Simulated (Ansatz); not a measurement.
C3H6Ge (`CC#[C][GeH3]`), relaxed with RKS PBE0-D4/def2-TZVP in Ansatz from a PBE-D4/def2-SVP geometry. The force threshold is 0.005 eV/Å; the program also tests the step.

The species carries charge 0 and has multiplicity 1.

Start:

```xyz
10

C    -1.264   -0.363    1.867
C    -0.459   -0.127    0.677
C     0.221    0.072   -0.329
Ge    1.275    0.366   -1.884
H    -1.987   -1.190    1.706
H    -1.844    0.542    2.147
H    -0.627   -0.637    2.735
H     2.344    1.449   -1.589
H     0.364    0.842   -3.044
H     1.977   -0.956   -2.287
```

```csv
step,energy (eV),largest force (eV/Å),largest move (Å)
1,-59715.3282,1.453,0.000
2,-59715.3770,0.170,0.033
3,-59715.3786,0.018,0.005
4,-59715.3786,0.005,0.002
```

End:

```xyz
10

C    -1.253   -0.359    1.851
C    -0.452   -0.126    0.667
C     0.216    0.068   -0.320
Ge    1.263    0.362   -1.867
H    -1.963   -1.174    1.687
H    -1.821    0.535    2.120
H    -0.622   -0.627    2.702
H     2.319    1.436   -1.567
H     0.356    0.835   -3.011
H     1.957   -0.948   -2.264
```

Hardware: 4 threads of an Arm Neoverse V2 on a shared host. Wall time 9.5 s, peak host memory 0.42 GiB.
